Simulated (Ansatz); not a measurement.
System: sum formula H$_{5}$BPO$_{2}$, charge 1, multiplicity 1. It need not be the lowest isomer of its formula. 
Geometry from a B3LYP-D3(BJ)/def2-TZVP (Ansatz, a first-principles code) optimisation:
```xyz
9

O     -1.4351    -0.7117    -0.5982
B     -0.4139    -0.0309    -0.1092
O     -0.9849     1.2285     0.4845
P      1.4417    -0.3875     0.1624
H     -1.2921    -1.5698    -1.0159
H     -1.9465     1.3932     0.4443
H     -0.4622     1.9584     0.8536
H      1.6327    -0.8837    -1.1484
H      1.8707     0.9345    -0.1143
```
Charge +1, spin multiplicity 1.

Total electronic energies in hartree. Correlated levels leave the core frozen unless marked. No spin-orbit coupling. No relativistic terms. CBS marks a two-point X^-3 extrapolation of the correlation energy; Hartree-Fock from the larger set. [CCSD(T)-MP2]/basis is that difference in the basis named.

| level | program | energy (Eh) |
|---|---|---|
| PBE-D4/def2-TZVPD | Ansatz + dftd4 | -519.18582 |
| r2SCAN-D4/def2-TZVPD | Ansatz + dftd4 | -519.42795 |
| B3LYP-D4/def2-TZVPD | Ansatz + dftd4 | -519.57833 |
| PBE0-D3(BJ)/def2-TZVPD | Ansatz + dftd3 | -519.22353 |
| BHLYP-D4/def2-TZVPD | Ansatz + dftd4 | -519.46248 |
| r2SCANh-D4/def2-TZVPD | Ansatz + dftd4 | -519.41644 |
| HSE06/def2-TZVPD | Ansatz | -519.20297 |
| LC-wPBE-D3(BJ)/def2-TZVPD | Ansatz + dftd3 | -519.33834 |
| B2GP-PLYP/def2-TZVPD | Ansatz | -519.21672 |
| RPA@PBE/cc-pV(Q+d)Z | Ansatz | -519.23221 |
| MP2/STO-3G | Ansatz | -511.95759 |
| MP2/6-31G* | Ansatz | -518.38156 |
| MP2/cc-pV(T+d)Z | Ansatz | -518.70533 |
| MP2/cc-pVTZ | Ansatz | -518.70296 |
| MP2/cc-pV(Q+d)Z | Ansatz | -518.77735 |
| CCSD/cc-pVTZ | Ansatz | -518.73532 |
| CCSD/cc-pV(Q+d)Z | Ansatz | -518.80276 |
| CCSD(T)/STO-3G | Ansatz | -512.00454 |
| CCSD(T)/cc-pVTZ | Ansatz | -518.76383 |
| CCSD(T)/cc-pwCVTZ | Ansatz | -518.77997 |
| CCSD(T) with core electrons (1s frozen past Ne)/cc-pwCVTZ | Ansatz | -519.19578 |
| RI-MP2/CBS(cc-pV(T+d)Z,cc-pV(Q+d)Z)+[CCSD(T)-MP2]/cc-pV(T+d)Z | Ansatz | -518.8784 |
| CCSD(T)/CBS(cc-pV(T+d)Z,cc-pV(Q+d)Z) | Ansatz | -518.8721 |

Totals of different functionals don't rank their quality; only differences between species are comparable.
